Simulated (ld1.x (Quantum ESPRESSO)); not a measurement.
Before and after: TM potential for lithium

lithium, norm-conserving Troullier–Martins (Kleinman–Bylander form), made with ld1.x (Quantum ESPRESSO) 7.5 (PBEsol, scalar-relativistic). Core [He], reference 2s1 2p0. Waves: 2s (bound): rc 2.15 bohr; 2p (bound, empty): rc 4.20 bohr; 3d channel at 0.2 Ry: rc 3.35 bohr. Local part: the d channel. Core correction: a·sin(br)/r model core inside 1.35 bohr.

All-electron outer shells of the reference configuration (PBEsol, scalar-relativistic, ld1.x):

| shell | level (eV) | outermost node (bohr) | outermost maximum (bohr) |
| --- | --- | --- | --- |
| 1s | -51.37 | – | 0.36 |
| 2s | -2.82 | 0.84 | 3.16 |
| 2p | -1.06 | – | 3.91 |

Change: all radii but the core radius scaled by about 0.83 (s 1.78, p 3.48, d 2.78 bohr).

Cutoffs: the cutoffs (Ry, on a coarse ladder) from which the occupation-weighted sum of valence levels, in a spherical-Bessel basis at the reference potential, stays within 10 and 1 mRy of its value at 400 Ry; they do not see the model core or the augmentation charge, which bear on the density cutoff. Errors are all-electron minus pseudo energies relative to the spin-unpolarised reference configuration.

Q: Predict the effect on cutoff, ghosts and configuration errors.

A: The potential gets harder (6 Ry and 6 Ry → 6 Ry and 18 Ry); neither file shows a bound ghost. A smaller radius makes the pseudo-wave follow the all-electron one further in, where it bends more sharply, so more plane waves are needed.

| quantity | base | changed |
| --- | --- | --- |
| cutoff, loose | 6 Ry | 6 Ry |
| cutoff, tight | 6 Ry | 18 Ry |
| bound ghosts | none | none |
| error for 2s0.5 2p0, meV [ΔE 2.01 eV] | +1.0 | +1.1 |
| error for 2s0 2p1, meV [ΔE 1.76 eV] | -7.0 | -2.1 |
